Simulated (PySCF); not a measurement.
Molecule: `InChI=1S/C4H10BO3/c1-2-6-5-7-3-4-8-5/h5H,2-4H2,1H3/q-1`.

Geometry (Å), atoms numbered from 1 in this order:
```xyz
18

C     2.8998   -0.2870    0.1600
C     1.6572    0.4017   -0.4120
O     0.6261    0.3705    0.5002
B    -0.6412    1.0311    0.0201
O    -1.6724    0.9092    1.0764
C    -2.2807   -0.3198    0.8950
C    -2.0421   -0.7170   -0.5883
O    -1.2344    0.2596   -1.1362
H     3.2103    0.2168    1.0728
H     2.6683   -1.3218    0.4024
H     3.7169   -0.2621   -0.5618
H     1.3661   -0.0988   -1.3559
H     1.9143    1.4489   -0.6804
H    -0.4357    2.1802   -0.3003
H    -1.8446   -1.0845    1.5644
H    -3.3574   -0.2366    1.1259
H    -1.5656   -1.7155   -0.6442
H    -2.9936   -0.7687   -1.1497
```

Total charge -1.

Frames of a GFN2-xTB Langevin trajectory at 200 K; GIAO PBE0/pcSseg-1 shieldings in PySCF, gas phase, non-relativistic; equivalent atoms averaged within each frame.

δ = σ(ref) − σ, references computed at the same level: 13C (σ = 186.93 ppm) and 1H (σ = 31.72 ppm) vs TMS; H2O for 17O (σ = 336.08 ppm); 11B (σ = 100.07 ppm) vs BF3·OEt2. The references are static minima.

Q: How do the shifts (ppm) fluctuate along the trajectory?

A: 
```tsv
time (fs)	C6/C7	C2	C1	O3	O5/O8	B4	H12/H13	H16/H18	H15/H17	H14
250	69.0	67.4	22.5	80.6	49.2	4.9	4.48	4.06	3.88	2.65
425	71.5	59.8	20.1	82.3	57.9	6.9	3.83	3.69	4.15	3.76
625	71.5	66.6	26.2	89.3	61.7	9.8	3.98	3.92	3.99	2.85
800	66.9	60.4	24.5	77.6	52.7	2.5	3.23	3.86	3.48	2.97
1000	70.6	62.5	27.8	88.9	54.7	5.1	3.84	3.78	4.38	4.23
mean of frames	69.9	63.4	24.2	83.7	55.2	5.9	3.88	3.86	3.98	3.29
standard deviation	2.0	3.5	3.0	5.2	4.8	2.7	0.45	0.14	0.34	0.67
```

5 frames give an uncertainty of the mean of about the standard deviation over 2.2 at best, since frames this close in time may not be independent; classical motion lacks zero-point vibration, and the reference would need the same averaging.
